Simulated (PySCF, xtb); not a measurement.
FH7Si3, SMILES F[SiH2][SiH2][SiH3]. One conformer was computed; it need not be the lowest.

Harmonic wavenumbers (cm⁻¹) from GFN2-xTB run with xtb 6.7.1 at its own minimum, in rising order: 22, 31, 80, 170, 325, 375, 398, 438, 461, 499, 569, 597, 623, 717, 780, 792, 800, 812, 821, 842, 2141, 2145, 2223, 2229, 2245, 2253, 2280.

### Question
What does B3LYP-D3(BJ)/def2-SVP (PySCF) give at its own minimum? (The exact figures need the calculation; the answer reports its results.)

### Answer
8, 82, 129, 219, 327, 396, 413, 453, 507, 584, 691, 700, 741, 843, 869, 903, 926, 944, 947, 958, 2197, 2207, 2212, 2223, 2224, 2230, 2233. Paired by order, the mean absolute difference is 64 cm⁻¹ and the zero-point energies are 36.7 and 38.8 kcal/mol.
